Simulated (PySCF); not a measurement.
## Static response to an electric field

Species: CH6NPSi2.
Geometry (GFN2-xTB, Å), atoms numbered from 1 in this order:
```xyz
11
CH6NPSi2 angstrom
Si     1.6610    0.0858    0.1169
N     -0.0869    0.2464   -0.0240
Si    -1.3362   -0.9943    0.0095
C     -0.5259    1.4801   -0.2112
P     -1.0458    2.9328   -0.4288
H      1.8715   -1.3347    0.3670
H      2.0903    0.9294    1.2311
H      2.2571    0.5311   -1.1424
H     -0.6086   -2.2312    0.2659
H     -2.0026   -0.9921   -1.2923
H     -2.2684   -0.6507    1.0822
```

Level: CAM-B3LYP/def2-SVPD (PySCF), static field, nuclei fixed, core orbitals frozen in the response. The polarisability tensor in these axes (au):

```
x    93.62 -12.03   2.90
y   -12.03 123.20  -6.67
z     2.90  -6.67  75.48
```

Task: Diagonalise the tensor; give its mean and Δα, where Δα² is half the sum of the squared differences of the eigenvalues.

Result: Principal values 74.47, 89.36 and 128.47 au; mean 97.43 au = 14.44 Å³ = 16.06 × 10⁻⁴⁰ C²·m²/J; Δα = 48.31 au (50 % of the mean).

Task: What is the dipole moment, and where does it point?

Result: (0.84, -2.37, 0.34) D, 2.53 D in size, pointing from the negative to the positive side. Measured along this direction, the outermost atoms are P5 at the negative end and H9 and H6 at the positive end.

Task: Along which axes do the principal values lie, and how far do the nuclei extend along each?

Result: Largest value along (-0.33, 0.93, -0.14), where the nuclei span 5.06 Å; middle along (0.94, 0.34, 0.03), 4.64 Å; least along (-0.08, 0.12, 0.99), 2.41 Å. The response follows the extents in order.

Task: Find the Langevin capture rate constant for O2+ (31.990 u) meeting this molecule (118.978 u), k = 2.342 × 10⁻⁹ cm³/s × √(α in Å³ / reduced mass in u).

Result: The reduced mass is 25.21 u, so k = 1.77 × 10⁻⁹ cm³/s. The formula leaves out the permanent dipole, which adds to the capture rate.

Task: What are the principal values of the traceless quadrupole moment, Θ = ½Σq(3rr − r²1), about the centre of nuclear charge?

Result: -2.27, -2.11, 4.38 D·Å. The values depend on the origin, since the dipole doesn't vanish. The electronic extent ⟨r²⟩ about the same centre is 1021 bohr², a root-mean-square distance of 2.15 Å for the 62 electrons.

Geometry: GFN2-xTB; no solvent, vibrations or thermal averaging.
